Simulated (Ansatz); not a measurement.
A nudged elastic band was laid between two geometries of CH$_{6}$BNSi (10 atoms, charge 0, multiplicity 1).

The calculation used UKS PBE-D4/STO-3G (Ansatz 0.2.0).

- movable images: 5
- climbing image: yes
- spring: 5.0 eV/Å²
- optimiser: quadratic models (default)
- start path: through a guess of the saddle point
- force threshold: 0.03 eV/Å
- iteration limit: 60
- end points: relaxed

Image 0:

```xyz
10
Properties=species:S:1:pos:R:3
N -1.614 -0.642 -0.935
C -0.459 -1.103 0.008
B 0.590 -0.044 0.432
Si 1.349 1.604 0.446
H -1.081 -0.148 -1.730
H -1.999 0.223 -0.423
H 0.049 -1.956 -0.504
H -0.943 -1.552 0.909
H 1.375 2.113 1.819
H 2.733 1.504 -0.022
```

Image 6:

```xyz
10
Properties=species:S:1:pos:R:3
N -1.566 0.020 -0.596
C -0.658 -0.932 -0.114
B 0.766 -0.745 0.239
Si 1.494 0.931 0.316
H -1.301 1.034 -0.535
H -2.598 -0.156 -0.531
H 1.407 -1.691 0.501
H -1.159 -1.926 -0.080
H 0.756 2.179 0.112
H 2.859 1.287 0.688
```

**Question.** What changes between the two ends?

**Answer.** Bonds broken: C2–H7. Bonds formed: B3–H7.

**Question.** Give the energies along the band, and the barrier.

**Answer.** The forces met the threshold. The highest image is number 2 of 0 to 6, 0.59 eV above the first end and 2.43 eV above the last; the last end lies 1.83 eV below the first. Neighbouring images differ by up to 1.4 eV, so the band resolves the path poorly. A vibrational analysis at the climbing image gives one clearly imaginary mode, 880i cm⁻¹: a first-order saddle point. The orbitals stay closed-shell, which can raise the energy where a bond breaks towards radicals; this wasn't checked here. Limits of this set-up: minimal basis.

```tsv
image	path coordinate (Å)	energy (eV)	C2–H7 (Å)	B3–H7 (Å)
0	0.00	0.00	1.12	2.20
1	1.20	0.07	1.13	2.08
2	2.40	0.59	1.34	1.45
3	3.29	-0.84	1.99	1.18
4	4.19	-1.49	2.21	1.17
5	5.09	-1.74	2.26	1.17
6	5.98	-1.83	2.28	1.17
```

**Question.** What is the geometry of the highest image?

**Answer.** 
```xyz
10
Properties=species:S:1:pos:R:3
N -1.547 -0.597 -1.065
C -0.687 -0.769 0.105
B 0.464 0.067 0.513
Si 1.683 1.368 0.432
H -1.650 0.432 -1.288
H -2.512 -0.977 -0.856
H 0.547 -1.174 -0.231
H -1.008 -1.660 0.693
H 1.649 2.345 1.515
H 3.062 0.965 0.183
```

The band took 20 iterations and roughly 4 core-minutes.

The run took 3.9 min on 1 thread of Arm Neoverse V1, on a shared host, peak memory 0.11 GiB.
